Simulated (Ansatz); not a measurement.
Two isomers of C2H5FOSe: A = `C[Se]C(O)F`, B = `COC(F)[SeH]`.

Gas-phase electronic energies from Ansatz, PBE0-D4/def2-TZVP geometries. CCSD(T)/CBS is the MP2 limit (def2-TZVPP, def2-QZVPP) plus CCSD(T) − MP2 in def2-TZVPP, frozen cores. Functionals use def2-TZVPP. B3LYP here is the variant with VWN-RPA as its local correlation; programs differ in this. For Se outer-core shells are correlated without core-valence functions, which leaves a few kJ/mol of doubt a bond. Scalar relativity is left out up to krypton. One conformer a species, not always the lowest.

**Question.** Which isomer does CCSD(T)/CBS put lower? Give the gap. (An estimate is asked.)

**Answer.** Ansatz gave: A, by 44.5 kJ/mol.

**Question.** Give E(B) − E(A) in kJ/mol with HF/def2-TZVPP, PBE0-D4, B2PLYP, CCSD/def2-TZVPP, r2SCAN-D4, ωB97M-V, B3LYP-D4. (An estimate is asked.)

**Answer.** Ansatz gave: HF/def2-TZVPP 31.8, PBE0-D4 43.2, B2PLYP 40.5, CCSD/def2-TZVPP 40.9, r2SCAN-D4 40.9, ωB97M-V 41.7, B3LYP-D4 38.9. None reverses the order clearly.

Largest T1 diagnostic: 0.011.

In def2-TZVPP, CCSD(T) changes the Hartree–Fock value by +10.1 kJ/mol (the triples alone add +0.9 kJ/mol) and MP2 by +16.8 kJ/mol.
